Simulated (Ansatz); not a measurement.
Reaction (formal exchange of groups at the Se–Si bond): `F[SiH]([SeH])O[SiH3]` + `N=C[SiH3]` → `N=C[SiH2][SeH]` + `F[SiH2]O[SiH3]`

Gas-phase electronic energies from Ansatz, PBE0-D4/def2-TZVP geometries. CCSD(T)/CBS is the MP2 limit (def2-TZVPP, def2-QZVPP) plus CCSD(T) − MP2 in def2-TZVPP, frozen cores. DFT in def2-TZVPP. For Se outer-core shells are correlated without core-valence functions, which leaves a few kJ/mol of doubt a bond. Scalar relativity is left out up to krypton. Each species was taken in one conformer, which may not be the lowest.

`F[SiH]([SeH])O[SiH3]`:

```xyz
10

F     0.176    1.367    2.213
Si    0.867    0.473    1.095
Se    1.665    1.782   -0.572
O    -0.248   -0.574    0.578
Si   -1.023   -1.155   -0.752
H     2.011   -0.231    1.701
H     0.329    2.329   -0.849
H    -1.562   -0.029   -1.556
H    -2.133   -2.013   -0.278
H    -0.082   -1.949   -1.579
```

`N=C[SiH3]`:

Z-matrix (Å, degrees):
```
Si
C 1 1.889
H 1 1.488 2 108.9
H 1 1.481 2 109.8 3 -121.3
H 1 1.488 2 108.9 3 117.3
N 2 1.269 1 119.7 3 121.5
H 2 1.102 1 118.3 3 -58.6
H 6 1.023 2 111.5 1 180.0
```

`N=C[SiH2][SeH]`:

Z-matrix (Å, degrees):
```
Si
C 1 1.885
Se 1 2.280 2 109.6
H 1 1.480 2 109.0 3 -123.5
H 1 1.486 2 110.3 3 113.5
N 2 1.269 1 118.7 3 115.6
H 2 1.101 1 118.6 3 -62.5
H 3 1.469 1 92.6 2 -63.1
H 6 1.023 2 111.7 1 -178.6
```

`F[SiH2]O[SiH3]`:

Z-matrix (Å, degrees):
```
Si
O 1 1.616
F 1 1.594 2 109.6
H 1 1.480 2 110.5 3 117.7
H 1 1.476 2 108.7 3 -117.5
Si 2 1.641 1 148.9 3 -67.9
H 6 1.483 2 109.6 1 90.2
H 6 1.486 2 109.9 1 -30.3
H 6 1.482 2 108.1 1 -150.1
```

| level | ΔE (kJ/mol) |
| --- | --- |
| PBE-D4 | 2.0 |
| PBE0-D4 | 0.6 |

**Question.** What does CCSD(T)/CBS give? (Estimate.)

**Answer.** Computed: -0.4 kJ/mol. The listed levels differ from it by 2.4, 1.0 kJ/mol.

Largest T1 diagnostic among the species: 0.012.

The D4 term adds +3.8 kJ/mol with B3LYP and +2.0 kJ/mol with PBE0; it sums over pairs of atoms, weighted by their polarisabilities, and B3LYP, whose exchange is more repulsive, gets the larger term. In def2-TZVPP, CCSD(T) changes the Hartree–Fock value by +6.0 kJ/mol (the triples alone add +0.9 kJ/mol) and MP2 by +3.9 kJ/mol.

B3LYP here is the variant with VWN-RPA as its local correlation; programs differ in this.
